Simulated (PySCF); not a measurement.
Si(H)(SiH3) cation (H4Si2), SMILES [SiH3][SiH] (connectivity only; charge and spin as stated), charge +1, multiplicity 2.

Coordinates come from a PBE-D3(BJ)/def2-TZVP optimisation. The multiplicity is an assumed one; other spin states were not compared. The isomer is the one that the SMILES or the coordinates give; other isomers of the formula were not compared.

Computed with PySCF with TDA-PBE/def2-TZVPD.

Vertical excitations. Isolated molecule, no solvent.

Computed excitation energies, oscillator strengths and character:
| state | energy (eV) | λ (nm) | f | main pairs |
|---|---|---|---|---|
| root 1 | 1.38 | 898 | 0.001 | α HOMO→LUMO 99 % |
| root 2 | 3.10 | 399 | 0.000 | α HOMO−1→LUMO 53 %, β HOMO→LUMO+1 43 % |
| root 3 | 3.39 | 365 | 0.016 | β HOMO→LUMO 94 % |
| root 4 | 3.78 | 328 | 0.001 | α HOMO−2→LUMO 45 %, α HOMO−1→LUMO 28 %, β HOMO→LUMO+1 17 %, β HOMO−2→LUMO 7 % |
| root 5 | 3.83 | 324 | 0.000 | α HOMO−3→LUMO 39 %, β HOMO−1→LUMO 49 % |
| root 6 | 3.96 | 313 | 0.001 | α HOMO−1→LUMO 11 %, α HOMO−3→LUMO 9 %, α HOMO−2→LUMO 8 %, β HOMO−2→LUMO 41 %, β HOMO→LUMO+1 26 % |
| root 7 | 4.02 | 308 | 0.009 | α HOMO−3→LUMO 18 %, β HOMO−1→LUMO 43 %, β HOMO−2→LUMO+1 31 % |
| root 8 | 4.09 | 303 | 0.006 | α HOMO−2→LUMO 21 %, β HOMO−2→LUMO 47 %, β HOMO−1→LUMO+1 19 % |
| root 9 | 4.35 | 285 | 0.010 | α HOMO−2→LUMO 12 %, β HOMO−1→LUMO+1 75 % |
| root 10 | 4.73 | 262 | 0.058 | α HOMO−3→LUMO 22 %, β HOMO−2→LUMO+1 57 % |
Unrestricted roots are not spin-pure.
